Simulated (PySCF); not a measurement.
Species: C5H3FNO2S (charge -1).
Cartesian coordinates in Å at the GFN2-xTB level; atoms count from 1:
```
atom  x, y, z in Å
C1     2.486   -0.081    0.158
C2     1.013   -0.269    0.180
N3     0.154    0.630   -0.088
C4    -1.142    0.225   -0.001
C5    -2.355    1.237   -0.307
O6    -3.466    0.735   -0.191
O7    -1.986    2.364   -0.612
C8    -1.252   -1.073    0.358
F9    -2.333   -1.825    0.545
S10    0.322   -1.842    0.604
H11    2.701    0.946   -0.126
H12    2.946   -0.761   -0.559
H13    2.910   -0.284    1.141
```

Probes without a nucleus sit at each ring's centroid and 1 Å off its mean plane on both sides; NICS is minus the shielding there, NICSzz its component along the normal. Level: GIAO PBE0/pcSseg-1 (PySCF, non-relativistic, gas phase) on the GFN2-xTB geometry, one conformer.

Ring bond lengths (Å), with Mayer bond orders in brackets: C2–N3 1.272 (1.76), N3–C4 1.361 (1.19), C4–C8 1.351 (1.43), C8–S10 1.769 (1.12), S10–C2 1.769 (1.03).

**Question.** What do the NICS probes read (ppm)?

**Answer.** 
```csv
ring,type,NICS(0),"NICS(1), two faces","NICS(1)zz, two faces",rms pucker (Å),"centre to ring atoms, mean (Å)"
C2–N3–C4–C8–S10,5-membered ring with N and S; formal bonds all aromatic,-10.5,-9.2 / -9.2,-17.4 / -17.4,0.00,1.27
```

**Question.** What do they say, and how far can they be read as aromaticity?

**Answer.** 
- C2–N3–C4–C8–S10: mean NICS(1)zz -17.4 ppm, shielded.

**Question.** How equal are the bonds by HOMA? HOMA = 1 − mean of α(R − Ropt)² over the ring bonds, with Krygowski's 1993 parameters (CC: Ropt 1.388 Å, α 257.7 Å⁻²; CN: Ropt 1.334 Å, α 93.52 Å⁻²; CS: Ropt 1.677 Å, α 94.09 Å⁻²).

**Answer.** 
- C2–N3–C4–C8–S10: HOMA 0.53; the largest term is that of S10–C2, α(R − Ropt)² = 0.80.

**Question.** What is the mean of the two in-plane components of NICS at the second NICS(1) probe listed for ring C2–N3–C4–C8–S10, 1 Å off the ring?

**Answer.** The isotropic value is a third of the trace: (3 × -9.2 − (-17.4))/2 = -5.1 ppm.

**Question.** How shielded are the nuclei of the rings and their hydrogens (means over atoms taken as equivalent)?

**Answer.** 
| atoms | environment | σ isotropic (ppm) |
| --- | --- | --- |
| C2 | substituted aromatic carbon | 43.1 |
| N3 | pyridine-type nitrogen | -115.3 |
| C4 | substituted aromatic carbon | 36.0 |
| C8 | aromatic C–F carbon | 13.8 |
| S10 | thiophene-type sulfur | 269.7 |
